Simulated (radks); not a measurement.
Values are calculated unless marked as measured or tabulated.
Task: Dipole-allowed excitations along the series with 2 electrons in [He]. Level of theory: scalar-relativistic Kohn-Sham, exchange-only LDA, spin-unpolarised, spherical densities, finite nucleus; Fermi nuclear charge, rms radius of each element as measured or else 0.836 A^(1/3) + 0.57 fm (a radial shooting solver on a logarithmic mesh with Libxc functionals). Time-dependent linear response with the Hartree and adiabatic exchange-only LDA kernel, continuum included through the Sternheimer equations, no spin-orbit coupling, so fine structure and intercombination lines are absent. Lines are the poles of the dipole polarisability below minus the highest occupied eigenvalue, found on a grid refined at the orbital gaps; the lowest seven at most are given, and weak or close lines can be missed. The first line takes the name of the lowest orbital gap if no other gap lies below it; otherwise a line is named after a gap within 0.6 % of it, if that gap stands alone.

species  -e(HOMO) (eV)  lowest orbital gap (eV)  first line (eV)      f  static alpha (bohr^3)
Be2+            128.67             1s-2p 112.38   112.60 (1s-2p)  0.373                0.05726
C4+             352.30             1s-2p 291.07   291.88 (1s-2p)  0.542               0.009477
N5+             505.02             1s-2p 411.04   412.18 (1s-2p)  0.587               0.004875

Estimate the first line of B3+, its oscillator strength and the static polarisability.

Result: 192.03 eV (1s-2p), f = 0.476, alpha = 0.02106 bohr^3.
